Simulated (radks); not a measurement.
Values are calculated unless marked as measured or tabulated.
Task: The mean radii <r> (bohr) of the occupied orbitals of an atom or ion are listed with their occupations. Code: a radial shooting solver on a logarithmic mesh with Libxc functionals. Model: scalar-relativistic Kohn-Sham, r2SCAN, spin-polarised, spherical densities, finite nucleus; meta-GGA in the generalised Kohn-Sham scheme; Fermi nuclear charge, rms radius of each element as measured or else 0.836 A^(1/3) + 0.57 fm.

| orbital | occ. | <r> |
|---|---|---|
| 1s up | 1 | 0.03344 |
| 1s down | 1 | 0.03344 |
| 2s up | 1 | 0.1455 |
| 2s down | 1 | 0.1455 |
| 2p up | 3 | 0.1269 |
| 2p down | 3 | 0.1269 |
| 3s up | 1 | 0.3995 |
| 3s down | 1 | 0.3995 |
| 3p up | 3 | 0.3994 |
| 3p down | 3 | 0.3993 |
| 3d up | 5 | 0.3789 |
| 3d down | 5 | 0.3783 |
| 4s up | 1 | 0.9180 |
| 4s down | 1 | 0.9176 |
| 4p up | 2 | 0.9624 |

Name the element and its charge. Open shells, if any, are filled with parallel spins first.

Result: Z = 44, ruthenium, charge +12: Ru12+ in [Ar] 3d10 4s2 4p2. The 1s radius gives Z: for a bare nucleus <r> = (2 gamma + 1)/(2Z) with gamma = sqrt(1 - (Z/c)^2), 0.03289 bohr for Z = 44, and screening makes it slightly larger (0.03344 here). The occupations add up to 32, and the charge is Z minus that.
